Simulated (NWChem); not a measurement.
SiI4; SMILES I[Si](I)(I)I

Program: NWChem. Coordinates come from a PBE-D3(BJ)/def2-SVP optimisation. No frequency run checked for a minimum. def2 effective core potentials on I; no spin-orbit coupling. Level MN15/def2-SVP: energy and gradient on several grids; changes count from the extra-fine grid, which is no exact limit either.

Which is the coarsest grid (fine; xfine; xcoarse; coarse; medium) from which on the energy stays within 500 μHa and each gradient component within 500 μHa/bohr of xfine?

xcoarse.
```
grid     size of the energy change (μHa)  largest change of a gradient component (μHa/bohr)
-------  -------------------------------  -------------------------------------------------
xcoarse                              100                                                100
coarse                                10                                                 70
medium                                10                                               < 30
fine                                < 10                                               < 30
xfine                               < 10                                               < 30
```
